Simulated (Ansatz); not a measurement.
Cost and result up the ladder for Cu3H3 (the lowest singlet isomer of a short search) (6 atoms). Total charge 0; singlet. Geometry: PBE-D4/def2-SVP.

```xyz
6

Cu   -0.760    0.613    0.919
Cu    0.333    0.641   -1.130
Cu    0.426   -1.254    0.210
H    -0.601    1.768   -0.297
H     1.071   -0.864   -1.296
H    -0.470   -0.904    1.593
```

Ansatz on 4 threads of Intel Xeon 6975P-C on a shared host. Times are rough, and most runs start from the orbitals of an earlier one. r2SCAN0-D4/def2-TZVP serves as the yardstick here, not as an exact answer. Differences are given only for rows in sets of like size (and for xTB, whose basis is part of the method), since another set adds its own error. Binding counts from free atoms at the same level (Cu doublet, H doublet; other spins of the atoms weren't run), without zero-point energy or a counterpoise term.

The 6-31G sets use Cartesian d functions. B3LYP takes the VWN-RPA correlation. HSE06 is defined as in plane-wave codes, on full-range PBE exchange. The structure comes from a short search, and lower isomers may exist.

| level | functions | wall time |
| --- | --- | --- |
| HF/6-31G | 93 | 0.5 s |
| PBE-D4/def2-SVP | 108 | 0.7 s |
| PBE-D4/def2-TZVP | 153 | 0.9 s |
| B3LYP-D4/6-31G | 93 | 0.95 s |
| PBE0-D4/def2-SVP | 108 | 1 s |
| PBE-D4/def2-TZVPD | 171 | 1.1 s |
| PBE0-D4/def2-TZVP | 153 | 1.6 s |
| HSE06-D4/def2-TZVP | 153 | 1.6 s |
| PBE0-D4/def2-TZVPD | 171 | 1.8 s |
| r2SCAN-D4/def2-TZVP (with forces) | 153 | 1.9 s |
| r2SCAN-D4/def2-TZVPD | 171 | 2.4 s |
| r2SCANh-D4/def2-TZVP | 153 | 2.4 s |
| r2SCAN0-D4/def2-TZVP | 153 | 2.4 s |
| B97M-V/def2-TZVP | 153 | 3 s |

Question: Estimate what each level gives for the binding energy per atom (eV).

Answer: 
```json
{"level": "HF/6-31G", "binding energy per atom (eV)": "1.90", "difference from r2SCAN0-D4/def2-TZVP (eV)": "–"}
{"level": "PBE-D4/def2-SVP", "binding energy per atom (eV)": "2.34", "difference from r2SCAN0-D4/def2-TZVP (eV)": "–"}
{"level": "PBE-D4/def2-TZVP", "binding energy per atom (eV)": "2.09", "difference from r2SCAN0-D4/def2-TZVP (eV)": "0.03"}
{"level": "B3LYP-D4/6-31G", "binding energy per atom (eV)": "2.60", "difference from r2SCAN0-D4/def2-TZVP (eV)": "–"}
{"level": "PBE0-D4/def2-SVP", "binding energy per atom (eV)": "2.17", "difference from r2SCAN0-D4/def2-TZVP (eV)": "–"}
{"level": "PBE-D4/def2-TZVPD", "binding energy per atom (eV)": "2.10", "difference from r2SCAN0-D4/def2-TZVP (eV)": "0.05"}
{"level": "PBE0-D4/def2-TZVP", "binding energy per atom (eV)": "2.00", "difference from r2SCAN0-D4/def2-TZVP (eV)": "-0.06"}
{"level": "HSE06-D4/def2-TZVP", "binding energy per atom (eV)": "1.99", "difference from r2SCAN0-D4/def2-TZVP (eV)": "-0.06"}
{"level": "PBE0-D4/def2-TZVPD", "binding energy per atom (eV)": "2.00", "difference from r2SCAN0-D4/def2-TZVP (eV)": "-0.05"}
{"level": "r2SCAN-D4/def2-TZVP (with forces)", "binding energy per atom (eV)": "2.18", "difference from r2SCAN0-D4/def2-TZVP (eV)": "0.12"}
{"level": "r2SCAN-D4/def2-TZVPD", "binding energy per atom (eV)": "2.18", "difference from r2SCAN0-D4/def2-TZVP (eV)": "0.13"}
{"level": "r2SCANh-D4/def2-TZVP", "binding energy per atom (eV)": "2.12", "difference from r2SCAN0-D4/def2-TZVP (eV)": "0.07"}
{"level": "r2SCAN0-D4/def2-TZVP", "binding energy per atom (eV)": "2.06", "difference from r2SCAN0-D4/def2-TZVP (eV)": "0.00"}
{"level": "B97M-V/def2-TZVP", "binding energy per atom (eV)": "2.13", "difference from r2SCAN0-D4/def2-TZVP (eV)": "0.07"}
```
